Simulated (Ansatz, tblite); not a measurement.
Removing and adding an electron: Si(OH)2Cl2 (SiCl₂O₂H₂). The state is a singlet with charge 0. Geometry: r2SCAN-D4/def2-SVP. Ansatz, gas phase; energy differences of separate SCF runs; the oxidised species was run as a doublet alone; the reduced species was run as a doublet alone.

```xyz
7

Si   -0.004    0.002   -0.108
O     1.281    0.369    0.833
H     1.940    0.969    0.466
O    -1.215   -0.407    0.910
H    -1.902   -0.992    0.568
Cl    0.389   -1.565   -1.386
Cl   -0.489    1.623   -1.284
```

The xTB rows come from tblite. HOMO above LUMO, or a gap near zero within one spin, warns that the state may not be the lowest or that an electron is smeared out.

```tsv
level	−HOMO (eV)	vertical IE (eV)	−LUMO (eV)	vertical EA (eV)	HOMO–LUMO gap (eV)	IE − EA (eV)	remarks
GFN1-xTB	12.37	15.08	4.38	1.55	7.99	13.52	–
GFN2-xTB	11.85	14.93	4.40	1.49	7.45	13.43	–
PBE-D4/def2-TZVP	7.69	10.71	0.84	–	6.85	–	gap within one spin near zero (+1 doublet)
PBE-D4/def2-TZVPD	7.77	–	1.32	-0.25	6.45	–	HOMO above zero (-1 doublet)
r2SCAN-D4/def2-TZVP	8.09	11.02	0.30	–	7.79	–	–
r2SCAN-D4/def2-TZVPD	8.13	–	0.71	-0.47	7.42	–	HOMO above zero (-1 doublet)
PBE0-D4/def2-TZVP	9.19	11.36	-0.14	–	9.32	–	–
PBE0-D4/def2-TZVPD	9.24	–	0.56	-0.44	8.67	–	HOMO above zero (-1 doublet)
```

   A HOMO above zero means that the electron is unbound at that level or that self-interaction error raises the level; the energy of removing that electron tells which. Raw xTB energy differences between charge states are shifted by several eV; the methods need an empirical correction for them. A negative affinity means that the extra electron isn't bound; its size then hangs on the basis.
